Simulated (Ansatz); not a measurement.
A nudged elastic band was laid between two geometries of CH$_{5}$F$_{2}$NOSi (11 atoms, charge 0, multiplicity 1).

All numbers below come from RKS r2SCAN-D4/def2-SVP (Ansatz).

```json
{"movable images": "7", "climbing image": "yes", "spring": "5.0 eV/Å²", "optimiser": "quadratic models (default)", "start path": "through a guess of the saddle point", "force threshold": "0.05 eV/Å", "iteration limit": "60", "end points": "relaxed"}
```

Initial state:

```xyz
11
Properties=species:S:1:pos:R:3
N 0.063 -1.921 0.720
C -0.333 -0.587 0.596
F 0.442 0.299 1.397
O -0.173 -0.174 -0.710
Si 0.107 1.408 -1.160
F -1.048 2.347 -0.518
H 1.023 -2.050 0.402
H -0.035 -2.254 1.676
H -1.369 -0.445 0.952
H 1.420 1.918 -0.703
H -0.032 1.402 -2.633
```

Final state:

```xyz
11
Properties=species:S:1:pos:R:3
N 0.192 -1.818 1.075
C -0.198 -0.501 0.780
F 0.612 0.378 1.475
O -0.065 -0.179 -0.582
Si 0.075 1.370 -1.178
F -1.143 2.265 -0.587
H 1.077 -2.031 0.614
H -0.508 -2.483 0.752
H -1.239 -0.324 1.105
H 1.345 2.028 -0.790
H -0.082 1.238 -2.644
```

What changes between the two ends?

No bond is made or broken. The height of N1 over the plane of its neighbours goes from 0.35 to -0.37 Å.

What energy profile does the band end with?

The forces met the threshold. The highest image is number 4 of 0 to 8, 0.129 eV above the first end and 0.060 eV above the last; the last end lies 0.068 eV above the first. A vibrational analysis at the climbing image gives one clearly imaginary mode, 435i cm⁻¹: a first-order saddle point.

```json
{"image": "0", "path coordinate (Å)": "0.00", "energy (eV)": "0.000", "height of N1 over the plane of its neighbours (Å)": "0.35"}
{"image": "1", "path coordinate (Å)": "0.16", "energy (eV)": "0.008", "height of N1 over the plane of its neighbours (Å)": "0.31"}
{"image": "2", "path coordinate (Å)": "0.31", "energy (eV)": "0.050", "height of N1 over the plane of its neighbours (Å)": "0.20"}
{"image": "3", "path coordinate (Å)": "0.47", "energy (eV)": "0.105", "height of N1 over the plane of its neighbours (Å)": "0.06"}
{"image": "4", "path coordinate (Å)": "0.62", "energy (eV)": "0.129", "height of N1 over the plane of its neighbours (Å)": "-0.08"}
{"image": "5", "path coordinate (Å)": "0.88", "energy (eV)": "0.103", "height of N1 over the plane of its neighbours (Å)": "-0.27"}
{"image": "6", "path coordinate (Å)": "1.14", "energy (eV)": "0.084", "height of N1 over the plane of its neighbours (Å)": "-0.32"}
{"image": "7", "path coordinate (Å)": "1.40", "energy (eV)": "0.071", "height of N1 over the plane of its neighbours (Å)": "-0.35"}
{"image": "8", "path coordinate (Å)": "1.65", "energy (eV)": "0.068", "height of N1 over the plane of its neighbours (Å)": "-0.37"}
```

What is the geometry of the highest image?


```xyz
11
Properties=species:S:1:pos:R:3
N 0.229 -1.808 0.883
C -0.262 -0.537 0.678
F 0.475 0.455 1.386
O -0.172 -0.169 -0.660
Si 0.097 1.402 -1.153
F -1.039 2.365 -0.511
H 0.971 -2.146 0.286
H -0.280 -2.470 1.446
H -1.293 -0.438 1.063
H 1.427 1.930 -0.775
H -0.088 1.358 -2.622
```

What are the harmonic wavenumbers there?

435i, 47, 84, 164, 240, 318, 466, 527, 607, 707, 735, 772, 871, 907, 976, 993, 1052, 1204, 1274, 1340, 1446, 1593, 2291, 2297, 3060, 3634, 3777 cm⁻¹.

Time of the run: 3.9 min on 2 threads of Intel(R) Xeon(R) Platinum 8488C (Sapphire Rapids) (shared host), peak memory 0.2 GiB.
